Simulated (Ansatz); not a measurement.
Molecule: diiodo(dimethyl)germane, C₂H₆GeI₂, charge 0, multiplicity 1. 
Geometry from a B3LYP-D3(BJ)/def2-TZVP (Ansatz, a quantum-chemistry and plane-wave program) optimisation:
SMILES: [CH3][Ge]([CH3])([I])[I]
```xyz
11

C      1.8667    -1.6817    -0.3506
Ge     0.1036    -0.8572    -0.1583
C     -1.4120    -2.0793    -0.3438
I     -0.1204     0.9596    -1.9316
I     -0.0220     0.2180     2.1490
H      2.6379    -0.9243    -0.2316
H      1.9872    -2.4485     0.4143
H      1.9449    -2.1295    -1.3411
H     -2.3414    -1.5281    -0.2212
H     -1.3850    -2.5333    -1.3342
H     -1.3427    -2.8523     0.4212
```

Parts of the frozen-core correlation energy in def2-QZVPPD (Ansatz, hartree). Frozen orbitals: 34; correlated occupied orbitals by spin: 16 and 16; virtual: 551 and 551. Spin-orbit coupling is left out. Past Kr the def2 sets carry scalar-relativistic core potentials.

| term | value |
|---|---|
| reference (HF) | -2748.11055 |
| MP2 opposite-spin | ___ |
| MP2 same-spin | ___ |
| CCSD correlation | ___ |
| (T) | -0.03999 |
| T1 diagnostic | 0.010 |
| largest doubles amplitude | 0.020 |

What belongs in the gaps?


- MP2 opposite-spin, value: -0.63532
- MP2 same-spin, value: -0.18064
- CCSD correlation, value: -0.86626
